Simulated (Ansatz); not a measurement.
A trace of molecular dynamics of H8O3Si3 (14 atoms, charge 0, multiplicity 1).

Theory: RKS B3LYP-D4/STO-3G in Ansatz.

```yaml
ensemble: NVT, Nosé–Hoover chain
set_temperature: 1000 K
thermostat: time constant 50 fs, chain length 3
seed: 70473
```

```json
{"time (fs)": "0.0", "T (K)": "1000", "potential energy less start (eV)": "0.000", "conserved less start (meV/atom)": "0.00"}
{"time (fs)": "0.8", "T (K)": "1073", "potential energy less start (eV)": "-0.114", "conserved less start (meV/atom)": "-0.03"}
{"time (fs)": "1.5", "T (K)": "1108", "potential energy less start (eV)": "-0.168", "conserved less start (meV/atom)": "-0.05"}
{"time (fs)": "2.2", "T (K)": "1082", "potential energy less start (eV)": "-0.128", "conserved less start (meV/atom)": "-0.05"}
{"time (fs)": "3.0", "T (K)": "997", "potential energy less start (eV)": "0.003", "conserved less start (meV/atom)": "-0.03"}
{"time (fs)": "3.8", "T (K)": "886", "potential energy less start (eV)": "0.176", "conserved less start (meV/atom)": "0.02"}
{"time (fs)": "4.5", "T (K)": "803", "potential energy less start (eV)": "0.306", "conserved less start (meV/atom)": "0.06"}
{"time (fs)": "5.2", "T (K)": "795", "potential energy less start (eV)": "0.318", "conserved less start (meV/atom)": "0.06"}
{"time (fs)": "6.0", "T (K)": "869", "potential energy less start (eV)": "0.203", "conserved less start (meV/atom)": "0.02"}
{"time (fs)": "6.8", "T (K)": "973", "potential energy less start (eV)": "0.042", "conserved less start (meV/atom)": "-0.04"}
{"time (fs)": "7.5", "T (K)": "1037", "potential energy less start (eV)": "-0.058", "conserved less start (meV/atom)": "-0.06"}
{"time (fs)": "8.2", "T (K)": "1027", "potential energy less start (eV)": "-0.042", "conserved less start (meV/atom)": "-0.04"}
{"time (fs)": "9.0", "T (K)": "961", "potential energy less start (eV)": "0.061", "conserved less start (meV/atom)": "0.00"}
{"time (fs)": "9.8", "T (K)": "886", "potential energy less start (eV)": "0.178", "conserved less start (meV/atom)": "0.03"}
{"time (fs)": "10.5", "T (K)": "845", "potential energy less start (eV)": "0.242", "conserved less start (meV/atom)": "0.05"}
{"time (fs)": "11.2", "T (K)": "859", "potential energy less start (eV)": "0.221", "conserved less start (meV/atom)": "0.04"}
{"time (fs)": "12.0", "T (K)": "920", "potential energy less start (eV)": "0.126", "conserved less start (meV/atom)": "0.02"}
{"time (fs)": "12.8", "T (K)": "1003", "potential energy less start (eV)": "-0.002", "conserved less start (meV/atom)": "0.00"}
{"time (fs)": "13.5", "T (K)": "1075", "potential energy less start (eV)": "-0.114", "conserved less start (meV/atom)": "-0.02"}
{"time (fs)": "14.2", "T (K)": "1115", "potential energy less start (eV)": "-0.175", "conserved less start (meV/atom)": "-0.03"}
{"time (fs)": "15.0", "T (K)": "1111", "potential energy less start (eV)": "-0.168", "conserved less start (meV/atom)": "-0.03"}
{"time (fs)": "15.8", "T (K)": "1063", "potential energy less start (eV)": "-0.093", "conserved less start (meV/atom)": "-0.02"}
{"time (fs)": "16.5", "T (K)": "988", "potential energy less start (eV)": "0.024", "conserved less start (meV/atom)": "0.00"}
{"time (fs)": "17.2", "T (K)": "913", "potential energy less start (eV)": "0.140", "conserved less start (meV/atom)": "0.03"}
{"time (fs)": "18.0", "T (K)": "874", "potential energy less start (eV)": "0.201", "conserved less start (meV/atom)": "0.04"}
{"time (fs)": "18.8", "T (K)": "888", "potential energy less start (eV)": "0.180", "conserved less start (meV/atom)": "0.03"}
```

Can this run be trusted? Judge the integration.

The conserved energy stayed within 0.067 meV per atom of its start (net change 0.016 meV per atom), so the integration is sound. A run of 0.019 ps of so small a system gives no equilibrium averages. Limits of this set-up: minimal basis. The time step was 0.25 fs.

Run time: 5.4 min on 1 thread of Arm Neoverse V1, on a shared host, peak memory 0.14 GiB.
